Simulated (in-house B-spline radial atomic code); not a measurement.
Pd²⁺: [He] 2s2 (2p1/2)1 (2p3/2)4 3s2 3p6 (3d3/2)3 (3d5/2)6 4s2 4p6 4d10 (with a hole in an inner shell)

Level of theory: Dirac-Kohn-Sham LDA VWN5, spherical fractional occupations, Fermi nucleus of rms radius 4.5318 fm; calculated with a radial B-spline atomic code at the basis-set limit.

Effective charges: Z_r = [3n² - l(l+1)]/(2<r>) from the radius, Z_e = n√(-2ε) from the energy, and Slater's rules. Values are occupation-weighted means over j. An effective charge above Z reflects the relativistic contraction of the inner shells.

```csv
shell,electrons,ε (eV),<r> (bohr),Z_r,Z_e,Slater
1s,2,-24358,0.03187,47.07,42.31,45.70
2s,2,-3679.8,0.1371,43.76,32.89,42.20
2p,5,-3312.5,0.12,41.68,31.21,42.20
3s,2,-710.83,0.3712,36.37,21.68,35.60
3p,6,-593.82,0.3678,33.99,19.82,35.60
3d,9,-406.65,0.3413,30.76,16.40,26.20
4s,2,-118.46,0.9045,26.53,11.80,20.10
4p,6,-82.977,0.9808,23.45,9.88,20.10
4d,10,-31.026,1.253,16.76,6.04,8.85
```

The least bound orbital is 4d5/2 at -30.75 eV, and it is also the most diffuse (<r> = 1.259 bohr). The part-filled 2p shell lies below the filled 4d shell in orbital energy.

For the 1s electron the small component carries 2.83 % of the norm, the zero-frequency Breit interaction raises the level by 49.25 eV, self-energy by 28.8 eV, and vacuum polarisation lowers it by 3.555 eV.
